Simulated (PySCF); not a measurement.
H5O4Si (SMILES O[Si](O)(O)[OH2+]), charge +1, singlet, at a GFN2-xTB geometry; CCSD(T)/STO-3G (PySCF).

PySCF was given this input:
```python
from pyscf import gto, scf, cc

mol = gto.Mole()
mol.atom = '''
    O     0.42300775   -0.34215206    1.57256308
    Si    0.20866731   -0.06562924    0.02728980
    O     0.05846469   -1.24648912   -1.02696932
    O     0.88574575    1.28293584   -0.46060890
    O    -1.56857171    0.38716528   -0.10415051
    H     0.19299341   -1.12049991    2.07780759
    H     0.74771201   -1.73532224   -1.47075513
    H     1.58940578    1.76807453   -0.03392037
    H    -1.81823817    1.30180993    0.09082315
    H    -2.02238704    0.05306761   -0.89268722
'''
mol.basis = 'sto-3g'
mol.charge = 1
mol.verbose = 4
mol.build()

mf = scf.RHF(mol)
mf.kernel()

mycc = cc.CCSD(mf, frozen=9)
mycc.kernel()
et = mycc.ccsd_t()
print('E(CCSD(T)) = %.10f' % (mycc.e_tot + et))
```

Output, abridged:

```
PySCF version 2.14.0

[INPUT] verbose = 4
[INPUT] num. atoms = 10
[INPUT] num. electrons = 50
[INPUT] charge = 1
[INPUT] spin (= nelec alpha-beta = 2S) = 0
[INPUT] symmetry False subgroup None
[INPUT] Mole.unit = angstrom
[INPUT] Symbol           X                Y                Z      unit          X                Y                Z       unit  Magmom
[INPUT]  1 O      0.423007750000  -0.342152060000   1.572563080000 AA    0.799368796068  -0.646573686356   2.971713534802 Bohr   0.0
[INPUT]  2 Si     0.208667310000  -0.065629240000   0.027289800000 AA    0.394324067050  -0.124021289363   0.051570247994 Bohr   0.0
[INPUT]  3 O      0.058464690000  -1.246489120000  -1.026969320000 AA    0.110482252058  -2.355523054050  -1.940690753131 Bohr   0.0
[INPUT]  4 O      0.885745750000   1.282935840000  -0.460608900000 AA    1.673816883497   2.424397372989  -0.870424671537 Bohr   0.0
[INPUT]  5 O     -1.568571710000   0.387165280000  -0.104150510000 AA   -2.964170938641   0.731636344141  -0.196815939634 Bohr   0.0
[INPUT]  6 H      0.192993410000  -1.120499910000   2.077807590000 AA    0.364704688746  -2.117437952500   3.926487284643 Bohr   0.0
[INPUT]  7 H      0.747712010000  -1.735322240000  -1.470755130000 AA    1.412970918948  -3.279283771467  -2.779324391999 Bohr   0.0
[INPUT]  8 H      1.589405780000   1.768074530000  -0.033920370000 AA    3.003541625001   3.341176629519  -0.064100209344 Bohr   0.0
[INPUT]  9 H     -1.818238170000   1.301809930000   0.090823150000 AA   -3.435972170530   2.460064233939   0.171630879270 Bohr   0.0
[INPUT] 10 H     -2.022387040000   0.053067610000  -0.892687220000 AA   -3.821757623470   0.100283248985  -1.686934360699 Bohr   0.0

nuclear repulsion = 280.118695174136
number of shells = 22
number of NR pGTOs = 102
number of NR cGTOs = 34
basis = sto-3g
ecp = {}

******** <class 'pyscf.scf.hf.RHF'> ********
method = RHF
initial guess = minao
damping factor = 0
level_shift factor = 0
DIIS = <class 'pyscf.scf.diis.CDIIS'>
diis_start_cycle = 1
diis_space = 8
diis_damp = 0
SCF conv_tol = 1e-09
SCF conv_tol_grad = None
SCF max_cycles = 50
direct_scf = True
direct_scf_tol = 1e-13
Set gradient conv threshold to 3.16228e-05
Initial guess from minao.
init E= -584.807841952344
  HOMO = -0.491988096374927  LUMO = 0.106014556583076  gap/eV = 16.27248
cycle= 1 E= -583.658952635362  delta_E= 1.15  |g|= 0.596  |ddm|= 3.78
  HOMO = -0.479971825417241  LUMO = 0.172822960975091  gap/eV = 17.76345
cycle= 2 E= -583.780732758063  delta_E= -0.122  |g|= 0.11  |ddm|= 0.945
  HOMO = -0.56687771121843  LUMO = 0.159136873550576  gap/eV = 19.75586
cycle= 3 E= -583.784811156062  delta_E= -0.00408  |g|= 0.0226  |ddm|= 0.154
  HOMO = -0.571673235387175  LUMO = 0.152128174440298  gap/eV = 19.69564
cycle= 4 E= -583.785090238708  delta_E= -0.000279  |g|= 0.00439  |ddm|= 0.0509
  HOMO = -0.571260519595927  LUMO = 0.153599206963336  gap/eV = 19.72444
cycle= 5 E= -583.785101886124  delta_E= -1.16e-05  |g|= 0.0013  |ddm|= 0.00996
  HOMO = -0.571160339979868  LUMO = 0.153729160657305  gap/eV = 19.72525
cycle= 6 E= -583.785103206044  delta_E= -1.32e-06  |g|= 0.000277  |ddm|= 0.00409
  HOMO = -0.571188098843385  LUMO = 0.153740726372062  gap/eV = 19.72632
cycle= 7 E= -583.785103274479  delta_E= -6.84e-08  |g|= 7.09e-05  |ddm|= 0.000989
  HOMO = -0.571198608887652  LUMO = 0.153740863864808  gap/eV = 19.72661
cycle= 8 E= -583.785103278807  delta_E= -4.33e-09  |g|= 2.02e-05  |ddm|= 0.000246
  HOMO = -0.571196546363537  LUMO = 0.153740250103906  gap/eV = 19.72654
cycle= 9 E= -583.785103279134  delta_E= -3.27e-10  |g|= 3.2e-06  |ddm|= 7.41e-05
  HOMO = -0.571196818342577  LUMO = 0.153740638881568  gap/eV = 19.72655
Extra cycle  E= -583.78510327914  delta_E= -6.59e-12  |g|= 1.28e-06  |ddm|= 7.11e-06
converged SCF energy = -583.78510327914

******** <class 'pyscf.cc.ccsd.CCSD'> ********
CC2 = 0
CCSD nocc = 16, nmo = 25
frozen orbitals 9
max_cycle = 50
direct = 0
conv_tol = 1e-07
conv_tol_normt = 1e-05
diis_space = 6
diis_start_cycle = 0
diis_start_energy_diff = 1e+09
Init t2, MP2 energy = -583.960746077597  E_corr(MP2) -0.175642798456546
Init E_corr(CCSD) = -0.175642798457353
cycle = 1  E_corr(CCSD) = -0.198223350500524  dE = -0.022580552  norm(t1,t2) = 0.0638242
cycle = 2  E_corr(CCSD) = -0.209298318915367  dE = -0.0110749684  norm(t1,t2) = 0.019714
cycle = 3  E_corr(CCSD) = -0.212037948678174  dE = -0.00273962976  norm(t1,t2) = 0.00912445
cycle = 4  E_corr(CCSD) = -0.213757906287304  dE = -0.00171995761  norm(t1,t2) = 0.00335616
cycle = 5  E_corr(CCSD) = -0.213662026862801  dE = 9.58794245e-05  norm(t1,t2) = 0.000877278
cycle = 6  E_corr(CCSD) = -0.213642881102718  dE = 1.91457601e-05  norm(t1,t2) = 0.000255902
cycle = 7  E_corr(CCSD) = -0.213641613155769  dE = 1.26794695e-06  norm(t1,t2) = 8.46256e-05
cycle = 8  E_corr(CCSD) = -0.213641366025509  dE = 2.4713026e-07  norm(t1,t2) = 2.71514e-05
cycle = 9  E_corr(CCSD) = -0.21364206938942  dE = -7.03363911e-07  norm(t1,t2) = 1.0953e-05
cycle = 10  E_corr(CCSD) = -0.213642349506636  dE = -2.80117216e-07  norm(t1,t2) = 3.82646e-06
cycle = 11  E_corr(CCSD) = -0.213642371785303  dE = -2.22786665e-08  norm(t1,t2) = 1.15406e-06
CCSD converged
E(CCSD) = -583.9987456509258  E_corr = -0.2136423717853028
CCSD(T) correction = -0.00646574241028521
E(CCSD(T)) = -584.0052113933
```
